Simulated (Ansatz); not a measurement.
Cost and result for the atomization energy of `N#CBCl` (5 atoms, 4 bonds).

Total charge 0; spin multiplicity 1. The geometry is a stationary point of PBE0-D4/def2-TZVP. Program: Ansatz. All runs use 2 threads of a server CPU on a shared host. Times are those of one run each, without the atoms' runs, and a repeat can differ threefold. Electronic energies, without spin–orbit coupling; frozen cores. CCSD(T)/CBS adds CCSD(T) − MP2 in def2-TZVPP to the MP2 limit, and its time is that of the two runs behind it. T1 = 0.014. B3LYP takes the VWN-RPA correlation (the form of Gaussian; ORCA's B3LYP/G). HSE06 is the plane-wave form, built on full-range PBE exchange.

CCSD(T)/CBS is a level of theory with its own doubt, some kJ/mol a heavy atom from the limit and from the frozen cores, so smaller differences don't rank the functionals.

```
                             level  functions  wall time  atomization (kJ/mol)  difference from CCSD(T)/CBS  per bond
            LDA (SPW92)/def2-TZVPP        149      0.6 s                2468.9                        357.3      89.3
                  CCSD(T)/def2-SVP         65      0.7 s                2018.7                        -92.9     -23.2
               HSE06-D4/def2-TZVPP        149      1.2 s                2151.4                         39.8      10.0
 B3LYP-D4/def2-TZVPP (with forces)        149      1.5 s                2134.6                         23.0       5.8
r2SCAN-D4/def2-TZVPP (with forces)        149        2 s                2136.7                         25.1       6.3
                 B2PLYP/def2-TZVPP        149        2 s                2124.4                         12.8       3.2
               PBE-QIDH/def2-TZVPP        149        2 s                2122.0                         10.4       2.6
                 B97M-V/def2-TZVPP        149      2.8 s                2144.4                         32.8       8.2
                ωB97X-V/def2-TZVPP        149      2.8 s                2130.1                         18.5       4.6
  ωB97M-V/def2-TZVPP (with forces)        149      3.6 s                2144.0                         32.4       8.1
                    MP2/def2-QZVPP        271        5 s                2184.4                         72.8      18.2
                CCSD(T)/def2-TZVPP        149       11 s                2052.1                        -59.5     -14.9
                 CCSD(T)/CBS(def2)          –       15 s                2111.6                          0.0       0.0
```

From r2SCAN to r2SCAN0 (25 % exact exchange), in def2-TZVPP and without D4, the atomization energy moves by −63.4 kJ/mol: exact exchange takes away binding that semilocal exchange gives to molecules. At CCSD(T), def2-SVP lies −92.9 kJ/mol from the extrapolated value and def2-TZVPP −59.5 kJ/mol: correlation converges slowly with the basis, and small sets miss more of it in the bonded molecule than in its fragments. The D4 term adds +14.4 kJ/mol with B3LYP and +7.4 kJ/mol with PBE0; it sums over pairs of atoms, weighted by their polarisabilities, and B3LYP, whose exchange is more repulsive, gets the larger term.
